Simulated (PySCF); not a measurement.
## Working out the ionisation energy of Pt

Pt [Xe] 4f14 5d9 6s1 (3D) → Pt⁺ [Xe] 4f14 5d9 (2D). All numbers are calculated (PySCF 2.14, scalar relativity through the core potential, in def2-QZVPPD with the def2 core potential (60 electrons) (7s5p4d4f2g, 88 functions)). Frozen: nothing. Energies in hartree (1 hartree = 27.21139 eV):

```json
{"part": "UHF", "Pt (lower)": "-118.400258", "Pt⁺ (upper)": "-118.121887"}
{"part": "MP2 opposite-spin", "Pt (lower)": "-0.406400", "Pt⁺ (upper)": "-0.372517"}
{"part": "MP2 same-spin", "Pt (lower)": "-0.193424", "Pt⁺ (upper)": "-0.168783"}
```

What does Hartree-Fock give?

(-118.121887) − (-118.400258) = 0.278371 hartree = 7.575 eV.

What do MP2 and SCS-MP2 (6/5 opposite-spin, 1/3 same-spin) give?

The opposite-spin parts differ by 0.922 eV and the same-spin parts by 0.671 eV. MP2: 7.575 + (0.922) + (0.671) = 9.168 eV. SCS-MP2: 7.575 + 1.2 × (0.922) + (0.671)/3 = 8.905 eV.

Reference: 8.959 eV (measured; NIST Atomic Spectra Database, ionization energies), between the lowest levels; spin-orbit coupling is absent from the calculation.

What remains against the reference includes basis incompleteness and correlation beyond second order.
